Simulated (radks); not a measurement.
The numbers below are computed, except where a source is named.
Spherical quantum dot in the effective-mass picture: electrons in a well V = -V0 / (1 + exp((r - R)/a)) with V0 = 22.3, R = 1.92, a = 0.16, all in effective atomic units (hartree* = m*/eps^2 hartree, bohr* = eps/m* bohr), one dielectric constant everywhere. Level of theory: non-relativistic Kohn-Sham, PBEsol, spin-polarised, spherical densities (a radial shooting solver with Libxc functionals). Levels are named by radial order and angular momentum (1s, 1p, 1d, 2s, ...), and open shells are averaged over m.

N = 3, configuration 1s2 1p(up 1, down 0). This is the lowest configuration that the search found. Occupied and some empty levels:

level    occupation  eigenvalue (hartree*)  <r> (bohr*)
1s up             1                -18.749       0.9717
1s down           1                -18.651       0.9655
1p up             1                -17.380        1.139
1p down           0                -17.265        1.138
1d up             0                -15.617        1.254
1d down           0                -15.497        1.254
2s up             0                -14.644        1.001
2s down           0                -14.580        1.005
1f up             0                -13.528        1.343
1f down           0                -13.410        1.345

Energy (hartree*): total -58.2412, kinetic 4.7476, external -65.372, Hartree 3.9243, exchange-correlation -1.5414.
